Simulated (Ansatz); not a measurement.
Computed with Ansatz.

BrFGe, SMILES `[F][Ge][Br]` at its PBE0-D4/def2-TZVP geometry, where that method's forces vanish. The species carries charge 0 and has multiplicity 1.

| atom | x (Å) | y (Å) | z (Å) |
| --- | --- | --- | --- |
| F1 | -0.647 | 1.161 | -0.689 |
| Ge2 | 0.038 | -0.445 | -0.783 |
| Br3 | 0.609 | -0.717 | 1.471 |

(1) For each bond, give half the difference of the two atoms' forces along it (eV/Å; positive pushes the atoms apart) under PBE-D4, r2SCAN-D4, B3LYP-D4, ωB97M-V in def2-TZVPP. (An estimate is asked.)

Results:

(1) The calculation gave: 
```tsv
bond	length (Å)	PBE-D4	r2SCAN-D4	B3LYP-D4	ωB97M-V
F1–Ge2	1.749	0.66	0.02	0.33	0.03
Ge2–Br3	2.341	0.24	0.02	0.28	-0.04
```

B3LYP here is the variant with VWN-RPA as its local correlation; programs differ in this.
